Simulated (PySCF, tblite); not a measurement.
Computed geometry: GFN2-xTB, gas phase. One conformer each, none proved a minimum here. Atom numbers follow the mapped SMILES. Open shells are treated by occupation alone.

Task: Order the C–N distances, shortest first.
A. C7–N8 in `[F:1][C:2]([F:3])([F:4])[c:5]1[cH:6][cH:7][n:8][cH:9][cH:10]1`
B. N6–C7 in `[CH3:1][c:2]1[cH:3][p:4][cH:5][n:6]1[C:7]([CH3:8])([CH3:9])[CH3:10]`
C. C5–N6 in `[CH3:1]/[C:2](=[P:3]\[CH2:4][C:5]#[N:6])[C:7]([CH3:8])([CH3:9])[CH3:10]` with C2–P3–C4–C5 -70°

Result: C (1.145 Å), A (1.320 Å), B (1.471 Å).

- 1.145 Å: drawn triple, nitrile carbon to nitrile nitrogen
- 1.320 Å: aromatic, aromatic CH next to a ring nitrogen to pyridine-type nitrogen, in a 6-membered ring
- 1.471 Å: drawn single, pyrrole-type nitrogen to sp3 carbon bound to nitrogen

Task: Order the C–O distances, shortest first.
A. O2–C3 in `[CH3:1][O:2][C@@H:3]([CH3:4])[C@H:5]1[CH:6]=[CH:7][CH+:8][CH2:9]1` (charge +1) with C1–O2–C3–C4 161°, O2–C3–C5–C6 43°, C3–C5–C6–C7 107°, C6–C7–C8–C9 3°, C7–C8–C9–C5 -10°, C3–C5–C9–C8 -109°
B. C2–O3 in `[OH:1][c:2]1[o:3][c:4]([F:5])[c:6][c:7]1[F:8]` (doublet state) with H–O1–C2–O3 6°
C. C7–O9 in `[CH3:1]/[CH:2]=[CH:3]/[P@H:4](=[S:5])[CH2:6][C:7]([CH3:8])=[O:9]` with C2–C3–P4–S5 3°, C3–P4–C6–C7 -164°, P4–C6–C7–C8 -102°

Result: C (1.205 Å), B (1.355 Å), A (1.372 Å).

- 1.205 Å: drawn double, ketone carbonyl carbon to ketone oxygen
- 1.355 Å: aromatic, ends: carbon bonded to C and 2 O; oxygen bonded to 2 C, in a 5-membered ring
- 1.372 Å: drawn single in a drawing that doesn't fit all lengths, ether oxygen to sp3 carbon bound to oxygen

Task: Order the C–F distances, shortest first.
A. C7–F8 in `[CH3:1][CH2:2][CH2:3][c:4]1[cH:5][cH:6][c:7]([F:8])[cH:9][cH:10]1` with C1–C2–C3–C4 180°, C2–C3–C4–C5 89°
B. C5–F6 in `[CH2:1]=[C:2]([CH3:3])[CH2:4][CH2:5][F:6]` with C1–C2–C4–C5 -93°, C2–C4–C5–F6 -71°
C. C7–F8 in `[OH:1][c:2]1[o:3][c:4]([F:5])[c:6][c:7]1[F:8]` (doublet state) with H–O1–C2–O3 6°

Result: C (1.326 Å), A (1.352 Å), B (1.374 Å).

- 1.326 Å: drawn single, ends: carbon bonded to 2 C and F; fluorine bonded to C
- 1.352 Å: drawn single, aromatic C–F carbon to aryl fluorine
- 1.374 Å: drawn single, sp3 C–F carbon to alkyl fluorine

Task: Order these C–C–O angles, narrowest first.
A. C6–C7–O9 in `[CH3:1]/[CH:2]=[CH:3]/[P@H:4](=[S:5])[CH2:6][C:7]([CH3:8])=[O:9]` with C2–C3–P4–S5 3°, C3–P4–C6–C7 -164°, P4–C6–C7–C8 -102°
B. O3–C4–C6 in `[OH:1][c:2]1[o:3][c:4]([F:5])[c:6][c:7]1[F:8]` (doublet state) with H–O1–C2–O3 6°
C. O2–C3–C4 in `[CH3:1][O:2][C@@H:3]([CH3:4])[C@H:5]1[CH:6]=[CH:7][CH+:8][CH2:9]1` (charge +1) with C1–O2–C3–C4 161°, O2–C3–C5–C6 43°, C3–C5–C6–C7 107°, C6–C7–C8–C9 3°, C7–C8–C9–C5 -10°, C3–C5–C9–C8 -109°

Result: C (109.7°), B (111.7°), A (120.3°).
